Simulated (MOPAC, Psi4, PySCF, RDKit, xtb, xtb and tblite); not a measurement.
Conformational energy of C₇H₇BO₃, SMILES O=Cc1cccc(B(O)O)c1. Scanned: dihedral O1–C2–C3–C4; all other coordinates were relaxed at GFN2-xTB. Points at φ and −φ are mirror images.

Geometry of the scan point at 140° (Å):
```
18

O      2.0167     2.7408    -0.9484
C      2.3767     1.6110    -0.7401
C      1.5051     0.5206    -0.2778
C      1.6517    -0.7622    -0.8008
C      0.7641    -1.7557    -0.4315
C     -0.2612    -1.4778     0.4563
C     -0.4442    -0.1970     0.9832
B     -1.6441     0.0946     1.9798
O     -2.3246    -0.9577     2.4787
O     -2.0280     1.3425     2.3538
C      0.4468     0.7947     0.5857
H      3.4159     1.2932    -0.9660
H      2.4550    -0.9702    -1.4932
H      0.8714    -2.7507    -0.8379
H     -0.9476    -2.2553     0.7541
H     -3.0381    -0.7126     3.0695
H     -1.5448     2.0745     1.9744
H      0.3529     1.8070     0.9564
```

Computed with: GFN2-xTB (xtb and tblite); PBE0/def2-SVP // GFN2-xTB (Psi4); PBE0-D3(BJ)/def2-SVP // GFN2-xTB (Psi4); PBE/def2-SVP // GFN2-xTB (Psi4); PBE-D3(BJ)/def2-SVP // GFN2-xTB (Psi4); UFF // GFN2-xTB (RDKit); PM7, restricted, heats of formation // GFN2-xTB (MOPAC); PM3, restricted, heats of formation // GFN2-xTB (MOPAC); GFN1-xTB // GFN2-xTB (xtb); RKS-B3LYP/6-31G* = restricted B3LYP/6-31G*, spherical d, density fitting // GFN2-xTB (PySCF); RKS-LDA (SVWN5)/6-31G* = restricted LDA (SVWN5)/6-31G*, spherical d, density fitting // GFN2-xTB in PySCF; RHF/6-31G* = restricted Hartree-Fock/6-31G*, spherical d, density fitting // GFN2-xTB (PySCF 2.14.0).

Least-squares fit of E(φ) = a0 + Σ (a_n cos nφ + b_n sin nφ), n = 1 to 4, to the 18 scan points, in kcal/mol above the lowest point of each profile (levels whose profile four harmonics don't fit are not listed):

```json
[
 {"method": "GFN2-xTB", "a0": "3.01", "a1": "0.36", "b1": "0.00", "a2": "-2.87", "b2": "0.00", "a3": "-0.02", "b3": "0.00", "a4": "0.21", "b4": "0.00", "rms of fit": "0.02"},
 {"method": "PBE0/def2-SVP", "a0": "5.12", "a1": "0.37", "b1": "0.00", "a2": "-5.07", "b2": "0.00", "a3": "-0.04", "b3": "0.00", "a4": "0.30", "b4": "0.00", "rms of fit": "0.04"},
 {"method": "PBE0-D3(BJ)/def2-SVP", "a0": "5.13", "a1": "0.38", "b1": "0.00", "a2": "-5.08", "b2": "0.00", "a3": "-0.04", "b3": "0.00", "a4": "0.30", "b4": "0.00", "rms of fit": "0.04"},
 {"method": "PBE/def2-SVP", "a0": "5.29", "a1": "0.35", "b1": "0.00", "a2": "-5.31", "b2": "0.00", "a3": "-0.05", "b3": "0.00", "a4": "0.35", "b4": "0.00", "rms of fit": "0.05"},
 {"method": "PBE-D3(BJ)/def2-SVP", "a0": "5.31", "a1": "0.36", "b1": "0.00", "a2": "-5.33", "b2": "0.00", "a3": "-0.05", "b3": "0.00", "a4": "0.35", "b4": "0.00", "rms of fit": "0.05"},
 {"method": "UFF", "a0": "3.92", "a1": "0.26", "b1": "0.00", "a2": "-4.31", "b2": "0.00", "a3": "-0.19", "b3": "0.00", "a4": "0.56", "b4": "0.00", "rms of fit": "0.06"},
 {"method": "PM7", "a0": "1.38", "a1": "0.30", "b1": "0.00", "a2": "-1.03", "b2": "0.00", "a3": "0.08", "b3": "0.00", "a4": "-0.06", "b4": "0.00", "rms of fit": "0.07"},
 {"method": "PM3", "a0": "0.88", "a1": "0.09", "b1": "0.00", "a2": "-0.73", "b2": "0.00", "a3": "0.05", "b3": "0.00", "a4": "-0.03", "b4": "0.00", "rms of fit": "0.03"},
 {"method": "GFN1-xTB", "a0": "3.12", "a1": "0.36", "b1": "0.00", "a2": "-2.92", "b2": "0.00", "a3": "-0.02", "b3": "0.00", "a4": "0.11", "b4": "0.00", "rms of fit": "0.02"},
 {"method": "RKS-B3LYP/6-31G*", "a0": "5.08", "a1": "0.33", "b1": "0.00", "a2": "-5.15", "b2": "0.00", "a3": "-0.04", "b3": "0.00", "a4": "0.39", "b4": "0.00", "rms of fit": "0.04"},
 {"method": "RKS-LDA (SVWN5)/6-31G*", "a0": "5.75", "a1": "0.36", "b1": "0.00", "a2": "-5.86", "b2": "0.00", "a3": "-0.06", "b3": "0.00", "a4": "0.44", "b4": "0.00", "rms of fit": "0.05"},
 {"method": "RHF/6-31G*", "a0": "4.71", "a1": "0.37", "b1": "0.00", "a2": "-4.66", "b2": "0.00", "a3": "-0.03", "b3": "0.00", "a4": "0.30", "b4": "0.00", "rms of fit": "0.02"}
]
```
